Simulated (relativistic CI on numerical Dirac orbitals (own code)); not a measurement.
## The magnetic moment of free Tb³⁺ at 300 K

Problem. Tb³⁺ (4f8) has the ground term 7F, whose calculated levels (Dirac-Coulomb-Breit CI, one configuration, Slater integrals scaled by 0.85) lie at J = 0: 5621, J = 1: 5399, J = 2: 4945, J = 3: 4262, J = 4: 3288, J = 5: 2053, J = 6: 0 cm⁻¹. Find the effective moment at 300 K in LS coupling.

Working.
1. S = 3, L = 3. The ground level J = 6 has g_J = 3/2 + [S(S + 1) − L(L + 1)]/[2J(J + 1)] = 1.5000 and g_J√(J(J + 1)) = 9.72 μB.
2. kT = 208.5 cm⁻¹. Populations (2J + 1)e^(−E/kT)/Z: J = 6: 1.000.
3. The field also mixes neighbouring J. With F_J = [(S + L + 1)² − J²][J² − (S − L)²]/J, each level gains α_J = [F_(J+1)/(E_(J+1) − E_J) − F_J/(E_J − E_(J−1))]/[6(2J + 1)], and μ²(J) = g_J²J(J + 1) + 3kT α_J.
4. Values of μ²(J): J = 6: 94.500 + 0.305.
5. The thermal average gives μ_eff = 9.74 μB, or χT = μ²/8 = 11.85 cm³ K mol⁻¹.

Check. With the measured levels of this term (Martin, Zalubas and Hagan, Atomic Energy Levels: The Rare-Earth Elements, NSRDS-NBS 60 (1978): 0: 5654, 1: 5432, 2: 4978, 3: 4292, 4: 3314, 5: 2052, 6: 0) the same steps give μ_eff = 9.74 μB. The computed ground level holds 95 % of 7F and has g = 1.4917, with g_s = 2.0023, relativistic corrections and term mixing, against 1.5000 above. The excited levels lie far above kT, so the ground-level formula is enough. A crystal field changes the moment at low temperature.
